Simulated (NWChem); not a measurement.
System: SiH$_{2}$BrCl; SMILES Cl[SiH2]Br

Here is an NWChem input.

```
start job
memory heap 200 mb stack 900 mb global 1100 mb
geometry units angstroms noautosym nocenter noautoz
  Si    -0.837642     0.583665     0.000000
  Cl     0.504005     2.143280     0.000000
  Br     0.230692    -1.356560     0.000000
  H     -1.658690     0.662811     1.233126
  H     -1.658690     0.662811    -1.233126
end
basis spherical
  Si library def2-svp
  Cl library def2-svp
  Br library def2-svp
  H library def2-svp
end
dft
  xc b3lyp
  iterations 150
end
property
  response 1 0.0773
end
task dft property
```

Excerpt of the output:

```
             Northwest Computational Chemistry Package (NWChem) 7.3.0
             --------------------------------------------------------

                             Geometry "geometry" -> ""
                             -------------------------

 Output coordinates in angstroms (scale by  1.889725989 to convert to a.u.)

  No.       Tag          Charge          X              Y              Z
 ---- ---------------- ---------- -------------- -------------- --------------
    1 Si                  14.0000    -0.83764200     0.58366500     0.00000000
    2 Cl                  17.0000     0.50400500     2.14328000     0.00000000
    3 Br                  35.0000     0.23069200    -1.35656000     0.00000000
    4 H                    1.0000    -1.65869000     0.66281100     1.23312600
    5 H                    1.0000    -1.65869000     0.66281100    -1.23312600

 Effective nuclear repulsion energy (a.u.)     296.6261024012

                              NWChem Property Module
                              ----------------------

                                 NWChem DFT Module
                                 -----------------

 Summary of "ao basis" -> "ao basis" (spherical)
 ------------------------------------------------------------------------------
       Tag                 Description            Shells   Functions and Types
 ---------------- ------------------------------  ------  ---------------------
 Si                         def2-svp                 8       18   4s3p1d
 Cl                         def2-svp                 8       18   4s3p1d
 Br                         def2-svp                12       32   5s4p3d
 H                          def2-svp                 3        5   2s1p

            General Information
            -------------------
          SCF calculation type: DFT
          Wavefunction type:  closed shell.
          No. of atoms     :     5
          No. of electrons :    68
           Alpha electrons :    34
            Beta electrons :    34
          Charge           :     0
          Spin multiplicity:     1
          Use of symmetry is: off; symmetry adaption is: off
          Maximum number of iterations: 150
          AO basis - number of functions:    78
                     number of shells:    34
          Convergence on energy requested:  1.00D-06
          Convergence on density requested:  1.00D-05
          Convergence on gradient requested:  5.00D-04

              XC Information
              --------------
                         B3LYP Method XC Potential
                     Hartree-Fock (Exact) Exchange  0.200
                        Slater Exchange Functional  0.800 local
                    Becke 1988 Exchange Functional  0.720 non-local
              Lee-Yang-Parr Correlation Functional  0.810
                  VWN I RPA Correlation Functional  0.190 local

             Grid Information
             ----------------
          Grid used for XC integration:  medium
          Radial quadrature: Mura-Knowles
          Angular quadrature: Lebedev.
          Tag              B.-S. Rad. Rad. Pts. Rad. Cut. Ang. Pts.
          ---              ---------- --------- --------- ---------
          Si                  1.10       88           8.0       590
          Cl                  1.00       88          10.0       590
          Br                  1.15      112           9.0       590
          H                   0.35       45           9.0       434
          Grid pruning is: on
          Number of quadrature shells:   378
          Spatial weights used:  Erf1

      Superposition of Atomic Density Guess
      -------------------------------------

 Sum of atomic energies:       -3321.14643007

      Non-variational initial energy
      ------------------------------

 Total energy =   -3321.811346
 1-e energy   =   -5210.245254
 2-e energy   =    1591.807806
 HOMO         =      -0.358712
 LUMO         =       0.067328

   convergence    iter        energy       DeltaE   RMS-Dens  Diis-err
 ---------------- ----- ----------------- --------- --------- ---------
 d= 0,ls=0.0,diis     1  -3324.5960304104 -3.62D+03  1.39D-02  4.66D-01
 d= 0,ls=0.0,diis     2  -3324.5859019719  1.01D-02  8.86D-03  4.23D-01
 d= 0,ls=0.0,diis     3  -3324.6453554989 -5.95D-02  1.97D-03  2.22D-02
 d= 0,ls=0.0,diis     4  -3324.6487355593 -3.38D-03  3.22D-04  3.05D-04
 d= 0,ls=0.0,diis     5  -3324.6487752785 -3.97D-05  5.89D-05  3.52D-05
  Resetting Diis
 d= 0,ls=0.0,diis     6  -3324.6487784346 -3.16D-06  9.88D-06  8.16D-07
 d= 0,ls=0.0,diis     7  -3324.6487784858 -5.13D-08  5.78D-06  4.85D-08

         Total DFT energy =    -3324.648778485845
      One electron energy =    -5211.047647177776
           Coulomb energy =     1731.131737190385
    Exchange-Corr. energy =     -141.358970899633
 Nuclear repulsion energy =      296.626102401180

 Numeric. integr. density =       68.000007332830

                       DFT Final Molecular Orbital Analysis
                       ------------------------------------

[...]

 DFT Linear Response polarizability / au
 Frequency  =       0.0773000 / au
 Wavelength =     589.4353558 / nm
              X              Y              Z
 -----------------------------------------------
 X      44.4434121     -1.9041051     -0.0000001
 Y      -1.9041111     59.3152069      0.0000001
 Z      -0.0000001      0.0000001     37.0757227
 -----------------------------------------------
 Eigenvalues =      44.2034913     59.5551278     37.0757227
 Isotropic   =      46.9447806
 Anisotropic =      19.8972546
 -----------------------------------------------

 Magnetic Dipole Response Matrix (nonzero elements):

 Exiting AOResponse driver routine
```

Level: B3LYP/def2-SVP. Coordinates come from a PBE0/def2-SVP optimisation.
